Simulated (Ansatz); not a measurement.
C2H9BSSi (`BC[SiH2]SC`). The species carries charge 0 and has multiplicity 1.

Z-matrix (Å, degrees):
```
B
Si 1 2.481
S 1 2.103 2 56.5
C 1 1.639 2 47.6 3 151.0
H 1 1.204 2 143.1 3 67.4
H 1 1.208 2 99.9 3 -95.1
H 2 1.490 1 143.7 3 -71.0
H 2 1.482 1 105.6 3 97.7
C 3 1.810 1 101.3 2 96.0
H 4 1.091 1 114.0 2 118.3
H 4 1.092 1 114.1 2 -115.8
H 9 1.089 3 109.8 1 -155.3
H 9 1.089 3 107.1 1 85.5
H 9 1.089 3 110.9 1 -33.2
```

(1) Give the diagnostics of a CCSD(T)/def2-TZVPP run (frozen core, Ansatz 0.2.0). (Best estimate.)

Results:

(1) Computed: T1 = 0.0112, largest single amplitude 0.011, largest double 0.018, (T) share of the correlation energy 4.2 %, 9 CCSD cycles. The RHF solution is stable towards an unrestricted one. T1 lies under the customary mark of 0.02 for closed shells.
